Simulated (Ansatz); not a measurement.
# What each rung costs, and what it gives

Saddle point of ZnH₄SO₂, closed shell (ZnH₂O₂ ([OH][Zn][OH]) + H₂S → ZnH₂SO ([OH][Zn][SH]) + H₂O (still joined by a long Zn–O bond); bonds formed: O2–H4; dative contacts that become bonds: Zn1–S5; bonds broken: H4–S5; bonds weakened to dative contacts: Zn1–O2), PBE0-D4/def2-TZVP structure:

Zn1  (-0.256, -0.176, -0.647)
O2  (0.512, -1.331, 0.624)
O3  (-1.158, 0.059, -2.176)
H4  (0.916, -0.107, 1.215)
S5  (0.700, 1.370, 1.086)
H6  (0.970, -2.157, 0.455)
H7  (-1.280, 0.982, -2.407)
H8  (-0.404, 1.361, 1.850)
(Å)

Barriers are electronic and count from the start structure reached by relaxing down the imaginary mode.

Computed with Ansatz 0.2.0 (basis: as named in each row); correlated methods freeze the cores. The 3s and 3p shells of Cu and Zn are frozen; filled d shells are correlated. B3LYP uses VWN-RPA correlation. Extrapolation: Hartree–Fock as exp(−7.88 √X), correlation as X^−2.97.

Times are rough, for one single point on 8 threads of a shared host (AMD EPYC 7R43).

The estimate by CCSD(T) at an estimated basis limit (MP2 extrapolated from triple and quadruple zeta, plus CCSD(T) − MP2 in triple zeta) is 25.3 kJ/mol.

| method | basis | time (s) | barrier (kJ/mol) | method less estimate |
| --- | --- | --- | --- | --- |
| SPW92 | def2-SVP | under 1 | -23.6 | -49.0 |
| HF | STO-3G | under 1 | 113.6 | 88.3 |
| PBE-D4 | def2-SVP | under 1 | -6.7 | -32.0 |
| B3LYP-D4 | 6-31G | under 1 | -1.9 | -27.2 |
| PBE0-D4 | def2-SVP | 1 | -1.4 | -26.7 |
| SPW92 | def2-TZVPP | 1 | -5.7 | -31.0 |
| BLYP-D4 | def2-TZVPP | 2 | 20.6 | -4.7 |
| PBE-D4 | def2-TZVPP | 2 | 10.0 | -15.4 |
| BHLYP-D4 | def2-TZVPP | 2 | 28.6 | 3.2 |
| CAM-B3LYP-D4 | def2-TZVPP | 2 | 24.4 | -1.0 |
| PBE0-D4 | def2-TZVPP | 3 | 14.2 | -11.2 |
| PBE-D4 | STO-3G | 3 | 15.8 | -9.6 |
| B3LYP-D4 | def2-TZVPP | 3 | 22.8 | -2.5 |
| B2PLYP | def2-TZVPP | 3 | 24.0 | -1.3 |
| r2SCAN-D4 | def2-TZVPP | 3 | 14.0 | -11.3 |
| wB97M-V | def2-SVP | 3 | 6.6 | -18.7 |
| r2SCAN0-D4 | def2-TZVPP | 4 | 16.5 | -8.8 |
| PBE-QIDH | def2-TZVPP | 4 | 18.4 | -6.9 |
| CCSD(T) | def2-SVP | 4 | 16.2 | -9.1 |
| wB97X-V | def2-TZVPP | 4 | 25.2 | -0.1 |
| RPA on PBE | def2-TZVPP | 4 | 27.9 | 2.6 |
| wB97M-V | def2-TZVPP | 4 | 24.2 | -1.1 |
| B97M-V | def2-TZVPP | 5 | 25.3 | -0.1 |
| MP2 | def2-QZVPP | 14 | 22.7 | -2.6 |
| CCSD(T) | def2-TZVPP | 84 | 25.2 | -0.1 |

All methods are single points on the PBE0-D4 structures; a negative value means that the method puts the saddle structure below the start.

No T1 diagnostic of these runs exceeds 0.016.

Labels in which every atom is bracketed show which atoms are joined, not bond orders.
